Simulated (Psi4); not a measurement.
Pair of molecules, SMILES C=C with SMILES C#N (the first has 6 atoms); geometry from B3LYP-D3(BJ)/def2-TZVP, rigid monomers moved along the line of their centres of mass till C1···H9 is 2.40 Å.
(charge 0, multiplicity 1):
```xyz
9

C      0.6559     0.0111    -0.0014
C     -0.6670     0.0437     0.0893
H      1.2053    -0.9226     0.0198
H      1.2418     0.9158    -0.1115
H     -1.2172     0.9766     0.0571
H     -1.2537    -0.8618     0.1883
C      0.2302     0.2563     3.4017
N      0.3099     0.3321     4.5430
H      0.1555     0.1849     2.3348
```

The numbers are results of SAPT0/jun-cc-pV(D+d)Z (Psi4 1.11), not measurements.

Give the four SAPT terms and the total, and say what mostly holds the pair together.

electrostatics -23.4, exchange 35.6, induction -10.1, dispersion -8.7, total -6.5 kJ/mol; the largest attraction is electrostatics.
